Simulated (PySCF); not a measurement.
How methods differ on the ionisation energy of Te²²⁺

Te²²⁺ [Ar] 3d10 4s2 (1S) → Te²³⁺ [Ar] 3d10 4s1 (2S), as a difference of total energies. Computed with PySCF 2.14 in an even-tempered Gaussian basis (20 s from 1.4 bohr⁻², ratio 2.5; 14 p from 1.8 bohr⁻², ratio 2.5; 8 d from 3.2 bohr⁻², ratio 2.5; 5 f from 9.1 bohr⁻², ratio 2.7; 4 g from 14 bohr⁻², ratio 2.7), with scalar relativity by spin-free X2C-1e. Correlated levels: outer shells: [Ne] frozen; virtual orbitals above 40 to 60 times the deepest correlated orbital energy dropped. The calculations carry no spin-orbit coupling.

```tsv
method	ionisation energy (eV)
UHF	708.45
MP2 (outer shells)	711.13
SCS-MP2 (outer shells)	711.15
CCSD (outer shells)	711.17
CCSD(T) (outer shells)	711.22
```

Task: How much does correlation contribute at CCSD(T) (outer shells)?

Result: 711.22 − (708.45) = 2.77 eV, measured against UHF.

Breit and QED terms and the two-electron picture change are absent.

For comparison: 709 ± 4 eV (theoretical estimate listed by NIST; NIST Atomic Spectra Database, ionization energies).
